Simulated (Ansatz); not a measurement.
`F[SiH2]C(Cl)Br` + `Cl[SiH]1C[SiH2]1` → `F[SiH2][SiH]1C[SiH2]1` + `ClC(Cl)Br`  (formal exchange of groups at the Si–C bond)

Program: Ansatz. Geometries: PBE0-D4/def2-TZVP. ΔE: electronic, gas phase. CCSD(T)/CBS adds triple-zeta CCSD(T) − MP2 to the extrapolated MP2 energy (def2 sets, frozen cores). Functionals use def2-TZVPP. For Br outer-core shells are correlated without core-valence functions, which leaves a few kJ/mol of doubt a bond. Scalar relativity is left out up to krypton. One conformer a species, not always the lowest.

```
                species  PBE energy (Eh)
       `F[SiH2]C(Cl)Br`      -3462.87283
     `Cl[SiH]1C[SiH2]1`      -1079.81141
`F[SiH2][SiH]1C[SiH2]1`      -1010.14391
            `ClC(Cl)Br`      -3532.48576
```

**Question.** Work out ΔE.

**Answer.** ΔE = (-1010.14391) + (-3532.48576) − (-3462.87283) − (-1079.81141) = 0.05457 Eh = +34.2 kcal/mol. CCSD(T)/CBS gives +39.8 kcal/mol.

Largest T1 diagnostic among the species: 0.013.

From PBE to PBE0 (25 % exact exchange), in def2-TZVPP and without D4, ΔE moves by +2.7 kcal/mol. In def2-TZVPP, CCSD(T) changes the Hartree–Fock value by −5.1 kcal/mol (the triples alone add −1.0 kcal/mol) and MP2 by −3.4 kcal/mol.
